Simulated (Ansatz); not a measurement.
The cluster Co3⁺, relaxed as a septet with UKS PBE-D4/def2-TZVP in Ansatz, starting from the GFN1-xTB geometry. Force threshold 0.02 eV/Å.

The relaxation made no stability test and no search for a lower SCF solution. No other spin state of charge 1 was run. The structure comes from a short search, and lower isomers may exist.

Start:

```csv
atom,x (Å),y (Å),z (Å)
Co1,0.3659,-0.3313,1.9755
Co2,1.0998,-0.8821,-1.6294
Co3,-1.4657,1.2133,-0.3461
```

```json
{"step": "1", "energy (eV)": "-112853.3240", "largest force component (eV/Å)": "1.184", "SCF passes": "156"}
{"step": "2", "energy (eV)": "-112853.8036", "largest force component (eV/Å)": "1.332", "SCF passes": "72"}
{"step": "3", "energy (eV)": "-112854.7066", "largest force component (eV/Å)": "1.575", "SCF passes": "64"}
{"step": "4", "energy (eV)": "-112855.6021", "largest force component (eV/Å)": "1.791", "SCF passes": "348"}
{"step": "5", "energy (eV)": "-112856.3350", "largest force component (eV/Å)": "1.686", "SCF passes": "179"}
{"step": "6", "energy (eV)": "-112856.7467", "largest force component (eV/Å)": "0.604", "SCF passes": "169"}
{"step": "7 (rejected)", "energy (eV)": "-112856.7240", "largest force component (eV/Å)": "0.401", "SCF passes": "49"}
{"step": "8", "energy (eV)": "-112856.7651", "largest force component (eV/Å)": "0.183", "SCF passes": "59"}
{"step": "9", "energy (eV)": "-112856.7676", "largest force component (eV/Å)": "0.014", "SCF passes": "47"}
{"step": "10", "energy (eV)": "-112856.7676", "largest force component (eV/Å)": "0.004", "SCF passes": "40"}
{"step": "11", "energy (eV)": "-112856.7676", "largest force component (eV/Å)": "0.003", "SCF passes": "32"}
```

Force components are those of the run's own axes.

End:

```xyz
3

Co    0.235   -0.213    1.257
Co    0.680   -0.545   -1.026
Co   -0.915    0.758   -0.232
```

Bonds formed: Co1–Co2, Co2–Co3 (atoms count from 1). Metal–metal contacts that move far: Co1–Co3 3.34 to 2.12 Å. The end is the same structure that another start reached, the lowest one found.

The force fell under the threshold at step 9, but the optimiser went on. No frequencies were taken in this run, so the end may be a saddle point.

It took 44 s on 4 threads of Intel Xeon Platinum 8488C on a shared host.
